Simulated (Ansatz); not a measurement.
```yaml
crystal:
  periodic: [false, false, false]
  atoms:
    - {symbol: O, position_ang: [0.388378, 2.039385, 0.687855]}
    - {symbol: C, position_ang: [0.161616, 0.824736, 0.211475]}
    - {symbol: N, position_ang: [0.017114, -0.241313, 0.906749]}
    - {symbol: Si, position_ang: [-0.217953, -1.229295, -0.511606]}
    - {symbol: S, position_ang: [0.045759, 0.651982, -1.561148]}
    - {symbol: H, position_ang: [0.421606, 1.955501, 1.652744]}
    - {symbol: H, position_ang: [0.839159, -2.230334, -0.779744]}
    - {symbol: H, position_ang: [-1.563578, -1.827761, -0.661925]}
basis:
  gaussian: {orbitals: 6-31G}
hamiltonian: {xc: {name: PBE}}
correlation: {method: rpa}
```

```sh
$ ansatz run in.yaml --threads 2 --pin off --events-out ev --progress --plain --max-ram 4352MiB
```

It prints (some lines left out):

```
Functional definition: PBE
710 factors; integrals over basis functions are off by at most 2.6e-4 eV
mean field evaluation 1: about -23308.4626 eV, gradient 6.6e1 eV
mean field evaluation 2: about -23308.4426 eV, gradient 6.6e1 eV
mean field evaluation 4: about -23310.5010 eV, gradient 5.1e1 eV
mean field evaluation 8: about -23317.2538 eV, gradient 1.1e0 eV
mean field evaluation 16: about -23317.2518 eV, gradient 2.0e-4 eV
mean field -23317.25176643 eV, -856.8931974154 hartree, gradient 2.4e-6 eV, S^2 0.000000; 0 other end points of the search recorded, 0 dependent functions left out
13 core orbitals not correlated: weight in the atoms' cores, before any rotation towards them, 1.000 or more for the frozen orbitals, at most 0.000 for the correlated occupied ones
reference -23268.93668735 eV, -855.1176510085 hartree; 14, 14 occupied and 32, 32 virtual orbitals, 710 factors
Total energy: -23287.21200371 eV, -855.7892564973 hartree
```

Run time 1.4 s (2 threads of an Arm Neoverse V2 on a shared host); peak host memory 0.12 GiB.
